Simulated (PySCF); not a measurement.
**Frontier levels across methods**

Species: C₂H₇NOSi₂.
Numbering: `[CH:1]#[C:2][Si@H:3]([OH:4])[SiH2:5][NH2:6]` (hydrogens: H7 on C1; H8 on Si3; H9 on O4; H10, H11 on Si5; H12, H13 on N6)

Geometry (PBE0-D3(BJ)/def2-SVP, Å), atoms numbered from 1 in this order:
```xyz
13
C2H7NOSi2 angstrom
C      2.037   -0.068   -2.254
C      1.466    0.315   -1.249
Si     0.587    0.844    0.280
O      1.660    1.001    1.550
Si    -1.002   -0.755    0.908
N     -2.225   -0.740   -0.327
H      2.537   -0.409   -3.143
H     -0.059    2.156   -0.053
H      2.426    1.562    1.394
H     -1.463   -0.450    2.307
H     -0.390   -2.118    0.934
H     -2.901   -1.495   -0.368
H     -2.667    0.140   -0.568
```

Basis pcSseg-1 throughout (PySCF), one geometry. The structure is a single PBE0-D3(BJ)/def2-SVP conformer in the gas phase; no vibrational or solvent corrections.

How do the orbital energies, the gap and the dipole change with the method?

| method | kind | HOMO (eV) | LUMO (eV) | gap (eV) | μ (D) | SCF cycles |
| --- | --- | --- | --- | --- | --- | --- |
| BLYP | GGA | -5.70 | -1.39 | 4.31 | 1.33 | 16 |
| OPBE | GGA | -5.83 | -1.41 | 4.42 | 1.33 | 16 |
| PBE | GGA | -5.84 | -1.57 | 4.27 | 1.34 | 17 |
| B97-D | GGA | -5.85 | -1.42 | 4.43 | 1.33 | 17 |
| LDA | LDA | -5.93 | -1.81 | 4.12 | 1.38 | 16 |
| KT2 | GGA | -5.93 | -1.69 | 4.24 | 1.32 | 17 |
| KT3 | GGA | -5.95 | -1.56 | 4.38 | 1.30 | 17 |
| BP86 | GGA | -5.96 | -1.64 | 4.32 | 1.34 | 16 |
| B97-2 | global hybrid | -6.95 | -0.70 | 6.25 | 1.38 | 15 |
| B3LYP | global hybrid | -6.96 | -0.88 | 6.08 | 1.38 | 15 |
| PBE0 | global hybrid | -7.19 | -0.71 | 6.48 | 1.40 | 15 |
| mPW1PW91 | global hybrid | -7.23 | -0.70 | 6.53 | 1.39 | 15 |
| BHandHLYP | global hybrid | -8.39 | 0.26 | 8.66 | 1.44 | 13 |
| CAM-B3LYP | range-separated hybrid | -8.53 | 0.38 | 8.91 | 1.40 | 13 |
| wB97X-D | range-separated hybrid | -9.06 | 1.05 | 10.11 | 1.42 | 14 |
| LC-wPBE | range-separated hybrid | -9.88 | 1.50 | 11.39 | 1.40 | 14 |
| HF | Hartree–Fock | -10.14 | 2.66 | 12.80 | 1.52 | 12 |

The HOMO spans 4.43 eV, from BLYP down to HF, and the gap runs from 4.12 eV (LDA) to 12.80 eV (HF). Over the methods BLYP (0 %), OPBE (0 %), PBE (0 %), B97-D (0 %), LDA (0 %), KT2 (0 %), KT3 (0 %), BP86 (0 %), B97-2 (21 %), B3LYP (20 %), PBE0 (25 %), mPW1PW91 (25 %), BHandHLYP (50 %), HF (100 %), a straight line through the gap against the share of exact exchange rises by 0.85 eV for each 10 % (correlation coefficient 0.999). The dipole ranges from 1.30 D (KT3) to 1.52 D (HF). This basis has no diffuse functions.
